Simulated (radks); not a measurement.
The numbers below are computed, except where a source is named.
Q: Sc+, 20 electrons, occupied as [Ar] 3d0.5 4s0.5 4p1 (fractional occupations, a model configuration). Level of theory: Dirac Kohn-Sham, LDA (Slater exchange, Perdew-Wang correlation), spin-unpolarised, spherical densities, finite nucleus; open shells fill j = l - 1/2 first; Fermi nuclear charge, rms radius 3.5459 fm (a radial shooting solver on a logarithmic mesh with Libxc functionals).

Spin-orbit splittings of the eigenvalues, e(l+1/2) - e(l-1/2), with zeta = 2 splitting/(2l+1) and mean radii in bohr:

| shell | occ. | splitting (eV) | zeta (eV) | <r> j=l-1/2 | <r> j=l+1/2 |
|---|---|---|---|---|---|
| 2p | 6 | 4.627 | 3.085 | 0.3064 | 0.3091 |
| 3p | 6 | ? | ? | 1.150 | 1.158 |
| 3d | 0.5 | 0.03805 | 0.01522 | 1.556 | 1.559 |
| 4p | 1 | 0.04754 | 0.03169 | 3.862 | 3.880 |

Estimate the 3p splitting.

A: 0.5285 eV (zeta = 0.3523 eV).
